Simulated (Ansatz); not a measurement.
[Te3]2- (Te3²⁻). The state is a singlet with charge -2. Geometry B3LYP-D4/def2-SVPD; atoms count from 1.

```csv
atom,x (Å),y (Å),z (Å)
Te1,-1.126,1.650,1.394
Te2,0.671,-0.407,0.651
Te3,0.455,-1.243,-2.045
```

In the def2 sets Te takes a core potential; there is no spin–orbit coupling. A multiply charged anion in the gas phase is held together partly by the finite basis. Removing one electron lowers the energy by 1.56 eV at PBE0-D4/def2-TZVPD, so it isn't bound. The highest occupied level of the charge -2 singlet lies above zero (up to 2.89 eV). By energy differences it is unbound by 1.56 eV (vertical, to the charge -1 doublet, at PBE0-D4/def2-TZVPD) and held by the finite basis.

Q: Estimate the Mulliken populations from the PBE0/def2-TZVPD orbitals of Ansatz.

A: 
```json
{"atom": "Te1", "charge (e)": "-0.90"}
{"atom": "Te2", "charge (e)": "-0.20"}
{"atom": "Te3", "charge (e)": "-0.90"}
```
Mulliken values and Mayer orders depend strongly on the basis. With diffuse functions, as here, like atoms can get unlike values, and bond orders can come out too low or too high.

Q: And the Mayer bond orders between bonded heavy atoms (over 0.3)?

A: Te1–Te2 0.91 (2.83 Å); Te2–Te3 0.91 (2.83 Å).
